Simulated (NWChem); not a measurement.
# C$_{4}$H$_{5}$BO; SMILES OB1C=CC=C1

```xyz
11

O      0.0761    -2.1401     0.0000
B      0.0179    -0.7941     0.0000
C      1.2746     0.1715     0.0000
C      0.7591     1.4135     0.0000
C     -0.7428     1.4056     0.0000
C     -1.2529     0.1602     0.0000
H     -0.7931    -2.5549     0.0000
H      2.3437    -0.0481     0.0000
H      1.3261     2.3503     0.0000
H     -1.3204     2.3363     0.0000
H     -2.3250    -0.0503     0.0000
```
Atoms are numbered in this order, from 1.

Program: NWChem. Structure relaxed at the PBE0/def2-SVP level. Isolated, static molecule.

GIAO at PBE0/pcSseg-1: principal shieldings of B2 are 39.5, 45.9, 75.3 ppm; an isolated boron trifluoride molecule has σ = 89.1 ppm at the same levels.

Task: Find the isotropic 11B shift, its principal values, the span and the skew.

Result: 
1. σ(iso) = one third of the sum = 53.6 ppm.
2. δ = σ(reference) − σ = 35.5 ppm against boron trifluoride.
3. δ11, δ22, δ33 = 49.6, 43.2, 13.8 ppm.
4. Span Ω = δ11 − δ33 = 35.8 ppm; skew κ = 3(δ22 − δ(iso))/Ω = 0.64.
